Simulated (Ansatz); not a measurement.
Isomers of NaI₂ (doublet), relaxed with B3LYP-D4/def2-TZVP; total energies from Ansatz at CCSD(T)/def2-TZVPP.

| isomer | description | energy (Eh) |
| --- | --- | --- |
| A | point group C2v; 2 × I–Na 2.89 Å | -756.39986 |
| B | point group D∞h; 2 × I–Na 2.91 Å | -756.36764 |

In the def2 sets I takes a core potential; there is no spin–orbit coupling. Correlated methods freeze 9 core orbitals; core or outer-core shells of Na, I are correlated, in sets that lack core-valence functions.

The isomers come from a short search, and lower ones may exist.

Work out the relative energies (1 Eh = 2625.5 kJ/mol) and the Boltzmann populations at 1200 K from electronic energies alone (R = 8.314 J/mol/K).

ΔE: A 0.0, B 84.6 kJ/mol. RT = 9.98 kJ/mol. Factors exp(−ΔE/RT): A 1, B 0.000208; sum 1.000. Populations: A 100.0 %, B 0.0 %. Zero-point energy, vibrational entropy and symmetry numbers are left out and can shift these; an error of 4 kJ/mol changes a ratio by a factor of 1.5. Over the other density-functional and correlated levels in def2 sets, the gap between A and B ranges from 27 to 95 kJ/mol.
